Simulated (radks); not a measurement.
The numbers below are computed, except where a source is named.
Coulomb parameter of the 4d shell of the ruthenium ion Ru+ in the model configuration [Kr] 4d5 5p2, as a second difference U = [E(n + 1) + E(n - 1) - 2 E(n)] / (1)^2 with all orbitals relaxed. "Bare": the charge of the atom changes with n. "Screened": the 5p shell takes up the change at fixed total charge, which measures U(4d,4d) + U(5p,5p) - 2 U(4d,5p). Level of theory: Dirac Kohn-Sham, PBE, spin-unpolarised, spherical densities, finite nucleus; open shells are shared between the two j in proportion to 2j + 1; Fermi nuclear charge, rms radius 4.4809 fm (a radial shooting solver on a logarithmic mesh with Libxc functionals).

case	configuration	E - E(n) (eV)
start	[Kr] 4d5 5p2	0.000
bare +1	[Kr] 4d6 5p2	-15.453
bare -1	[Kr] 4d4 5p2	26.907
screened +1	[Kr] 4d6 5p1	-10.335
screened -1	[Kr] 4d4 5p3	13.214

U(bare) = 11.454 eV, U(screened by 5p) = 2.879 eV.
